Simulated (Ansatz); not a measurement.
`[Cl][AlH][Cl]` + CH₃SH → `C[S][AlH][Cl]` + HCl at 500 K and 1 bar (ligand exchange at the Al–Cl bond).

Gas-phase electronic energies from Ansatz, PBE0-D4/def2-TZVP geometries. CCSD(T)/CBS adds triple-zeta CCSD(T) − MP2 to the extrapolated MP2 energy (def2 sets, frozen cores). This one scheme is used for every species. One conformer a species, not always the lowest.

```csv
species,CCSD(T)/CBS energy (Eh),H − E (kJ/mol),S (J/(mol·K))
`[Cl][AlH][Cl]`,-1162.30651,52.9,322.5
CH₃SH,-438.22835,145.1,283.7
`C[S][AlH][Cl]`,-1140.13367,166.7,399.8
HCl,-460.38127,32.5,201.9
```

H − E and S are ideal-gas, rigid-rotor, harmonic terms from PBE0-D4/def2-TZVP, for one conformer and one mirror image of each species. 1 Eh = 2625.50 kJ/mol, R = 8.31446 J/(mol·K).

By hand: ΔE, ΔH, ΔS and ΔG.

ΔE = (-1140.13367) + (-460.38127) − (-1162.30651) − (-438.22835) = 0.01992 Eh = 52.3 kJ/mol. Δ(H − E) = 166.7 + 32.5 − 52.9 − 145.1 = 1.2, so ΔH = 53.5 kJ/mol. ΔS = 399.8 + 201.9 − 322.5 − 283.7 = -4.5 J/(mol·K). ΔG = 53.5 − 500 × (-4.5)/1000 = 55.8 kJ/mol.

By hand: the equilibrium constant, and the temperature at which ΔG would vanish if ΔH and ΔS stayed fixed.

log₁₀ K = −ΔG/(RT ln 10) = -5.8. ΔH and −TΔS have one sign here, so there is no such temperature.

The number of gas molecules stays the same, so ΔS is small and ΔH decides. A doubt of 5 kJ/mol in ΔE shifts log₁₀ K by 0.5 here. Other conformers and mirror images would add mixing entropy, several J/(mol·K) or more a flexible species. These are equilibria of isolated gas molecules and say nothing of rates. Largest T1 diagnostic: 0.010 (customary marks: 0.02 for closed shells, 0.045 for open ones).

ΔS is within the doubt of such terms, so its sign, and with it that verdict, could turn.
